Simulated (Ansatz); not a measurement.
`O[Si](O)(Cl)[SiH](Cl)Cl` + hydrogen peroxide → `O[Si](O)(O)Cl` + `O[SiH](Cl)Cl`  (formal exchange of groups at the Si–Si bond)

Gas-phase electronic energies from Ansatz, PBE0-D4/def2-TZVP geometries. CBS: MP2 limit from def2 TZ/QZ plus the TZ coupled-cluster correction, frozen cores. This one scheme is used for every species. DFT in def2-TZVPP. B3LYP here is the variant with VWN-RPA as its local correlation; programs differ in this. Each species was taken in one conformer, which may not be the lowest.

`O[Si](O)(Cl)[SiH](Cl)Cl`:

Z-matrix (Å, degrees):
```
Si
O 1 1.633
Cl 1 2.058 2 108.3
O 1 1.622 2 108.8 3 -122.3
Si 1 2.335 2 112.7 3 118.8
H 2 0.959 1 118.0 3 -39.1
H 4 0.960 1 119.4 2 53.2
Cl 5 2.045 1 110.3 2 -170.6
Cl 5 2.055 1 106.1 2 -51.9
H 5 1.479 1 115.3 2 66.8
```

`OO`:

Z-matrix (Å, degrees):
```
O
O 1 1.426
H 1 0.965 2 101.1
H 2 0.965 1 101.1 3 113.4
```

`O[Si](O)(O)Cl`:

Z-matrix (Å, degrees):
```
Si
O 1 1.620
O 1 1.620 2 109.6
O 1 1.620 2 109.6 3 120.3
Cl 1 2.059 2 109.4 3 -119.9
H 2 0.958 1 118.2 3 65.2
H 3 0.958 1 118.2 2 -174.4
H 4 0.958 1 118.2 2 65.4
```

`O[SiH](Cl)Cl`:

Cartesian coordinates in Å:
```
O 1.039 0.315 0.787
Si -0.268 -0.261 0.019
Cl 0.204 -0.910 -1.858
Cl -1.704 1.178 -0.174
H 1.517 1.056 0.410
H -0.787 -1.377 0.816
```

```csv
level,ΔE (eV),difference from CCSD(T)/CBS
PBE-D4,-5.38,0.64
r2SCAN-D4,-5.89,0.13
PBE0-D4,-5.69,0.33
B3LYP-D4,-5.75,0.27
ωB97X-V,-5.81,0.21
PBE,-5.45,0.57
HF/def2-TZVPP,-6.47,-0.45
MP2/def2-TZVPP,-6.25,-0.23
CCSD/def2-TZVPP,-6.07,-0.05
CCSD(T)/def2-TZVPP,-5.97,0.05
HF/def2-QZVPP,-6.52,-0.50
MP2/def2-QZVPP,-6.29,-0.27
SCS-MP2/def2-QZVPP,-6.19,-0.17
HF/CBS(def2),-6.52,-0.50
MP2/CBS(def2),-6.29,-0.27
CCSD/CBS(def2),-6.11,-0.09
CCSD(T)/CBS,-6.02,0
```

Largest T1 diagnostic among the species: 0.011.

In def2-TZVPP, CCSD(T) changes the Hartree–Fock value by +0.50 eV (the triples alone add +0.09 eV) and MP2 by +0.22 eV. The D4 term adds +0.10 eV with B3LYP and +0.07 eV with PBE0; it sums over pairs of atoms, weighted by their polarisabilities, and B3LYP, whose exchange is more repulsive, gets the larger term.
